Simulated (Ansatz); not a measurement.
Consider the redistribution: `N[SiH2][SiH](O)F` + `O=CO[SiH2][SiH3]` → `N[SiH2][SiH2]F` + `O=C(O)O[SiH2][SiH3]`.

Calculated with Ansatz (gas phase, PBE0-D4/def2-TZVP geometries, no zero-point term in ΔE). CCSD(T)/CBS adds triple-zeta CCSD(T) − MP2 to the extrapolated MP2 energy (def2 sets, frozen cores). DFT in def2-TZVPP. B3LYP here is the variant with VWN-RPA as its local correlation; programs differ in this. One conformer a species, not always the lowest.

`N[SiH2][SiH](O)F`:

Cartesian coordinates in Å:
```
N 1.605 -0.184 0.479
Si 0.314 -1.020 -0.338
Si -1.415 0.578 -0.325
O -0.798 1.838 0.524
F -2.701 -0.031 0.411
H 2.063 0.571 -0.010
H 2.295 -0.741 0.959
H 0.644 -1.521 -1.707
H -0.021 -2.198 0.506
H -1.909 1.118 -1.613
H -0.077 1.590 1.113
```

`O=CO[SiH2][SiH3]`:

Cartesian coordinates in Å:
```
O -1.460 -0.125 -1.343
C -2.010 0.015 -0.285
O -1.419 0.469 0.809
Si 0.235 0.893 0.692
Si 1.493 -0.805 -0.313
H -3.068 -0.224 -0.107
H 0.590 1.118 2.114
H 0.326 2.179 -0.045
H 1.632 -0.575 -1.771
H 0.834 -2.113 -0.058
H 2.848 -0.831 0.306
```

`N[SiH2][SiH2]F`:

Cartesian coordinates in Å:
```
N 0.643 -0.930 1.375
Si -0.681 -0.172 0.576
Si 0.155 0.890 -1.341
F 1.001 -0.183 -2.198
H 1.280 -1.498 0.840
H 0.524 -1.304 2.303
H -1.809 -1.073 0.178
H -1.259 0.851 1.490
H -0.932 1.409 -2.214
H 1.077 2.009 -1.009
```

`O=C(O)O[SiH2][SiH3]`:

Cartesian coordinates in Å:
```
O -1.556 0.005 0.654
C -1.345 1.011 0.020
O -2.039 2.139 0.143
O -0.397 1.145 -0.884
Si 0.580 -0.219 -1.190
Si 1.363 -1.165 0.802
H -2.710 1.976 0.817
H -0.214 -1.175 -2.002
H 1.655 0.362 -2.029
H 1.444 -0.107 1.844
H 0.485 -2.270 1.254
H 2.734 -1.702 0.571
```

```
             level  ΔE (kcal/mol)
         r2SCAN-D4           23.7
            B2PLYP           25.4
               PBE           22.9
            r2SCAN           23.7
             B3LYP           24.2
    MP2/def2-TZVPP           26.5
SCS-MP2/def2-QZVPP           26.6
      HF/CBS(def2)           21.7
```

(1) What does CCSD(T)/CBS give? (Estimate.)

Largest T1 diagnostic among the species: 0.016.

Answers

(1) Computed: +26.2 kcal/mol. The listed levels differ from it by -2.5, -0.8, -3.3, -2.5, -2.0, 0.3, 0.4, -4.5 kcal/mol.

In def2-TZVPP, CCSD(T) changes the Hartree–Fock value by +3.8 kcal/mol (the triples alone add +0.5 kcal/mol) and MP2 by +5.1 kcal/mol. From PBE to PBE0 (25 % exact exchange), in def2-TZVPP and without D4, ΔE moves by −0.8 kcal/mol.
